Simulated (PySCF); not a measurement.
## AsSe₃⁻: from structure and modes to constants

Level of theory: PySCF, PBE, basis As def2-SVPD, Se def2-SVPD (no relativity, density fitting).

The singlet minimum has D3h symmetry. Masses (u): As 74.92160, Se 79.91652.

```xyz
4
charge -1 multiplicity 1, angstrom
As    0.0000    0.0000    0.0000
Se    2.2489    0.0000    0.0000
Se   -1.1245    1.9476    0.0000
Se   -1.1244   -1.9476    0.0000
```

Harmonic wavenumbers (cm⁻¹): 103.0 (e', ×2), 117.2 (a2'', ×1), 238.1 (a1', ×1), 357.8 (e', ×2).

Q: Find the principal moments of inertia and the rotational constants. What kind of rotor is it?

A: About the centre of mass I = 606.28, 606.28, 1212.6 u Å². With B = 16.8576/I this gives 0.02781, 0.02781, 0.0139 cm⁻¹. The molecule is an oblate symmetric top.

Q: Give the standard entropy (298.15 K, 1 bar) by its translational, rotational, vibrational and spin parts, and Cp.

A: Sackur–Tetrode with M = 314.67 u gives 180.6; rotation with symmetry number 6 gives 116.4; vibration 58.7; spin R ln 1 = 0.0. The total is 355.7 J/(mol K), and Cp = 4 R + 44.9 = 78.1 J/(mol K).

Only a few start shapes were tried, so a lower isomer may exist. The lowest empty level of this anion is unbound, so it and the gap depend on the basis.
